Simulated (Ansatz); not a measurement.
```yaml
crystal:
  periodic: [true, true, true]
  atoms:
    - {symbol: Cl, position_ang: [-0.495917, -0.577888, 2.248780]}
    - {symbol: Hf, position_ang: [-0.005073, -0.031513, 0.058933]}
    - {symbol: I, position_ang: [2.273351, -1.239369, -0.668452]}
    - {symbol: I, position_ang: [-2.001934, -0.849356, -1.529437]}
    - {symbol: I, position_ang: [0.279574, 2.624427, -0.151322]}
basis:
  gaussian: {orbitals: def2-TZVPD}
hamiltonian: {xc: {name: wB97}}
```

```sh
$ ansatz run in.yaml --threads 4 --pin off --events-out ev --progress --plain --max-ram 11315MiB
```

How does Ansatz answer? (Best estimate.)

The calculation gave: The program refused the input.
```
Error: YAML parse error: error: line 2 column 3: crystal: missing field `lattice` (a structure is typed as `lattice` and `atoms`, a molecule's as `atoms` in Å alone, or read from a run's directory, `checkpoint`)
 --> <input>:2:3
1 | crystal:
2 |   periodic: [true, true, true]
3 |   atoms:
4 |     - {symbol: Cl, position_ang: [-0.495917, -0.577888, 2.248780]}
```
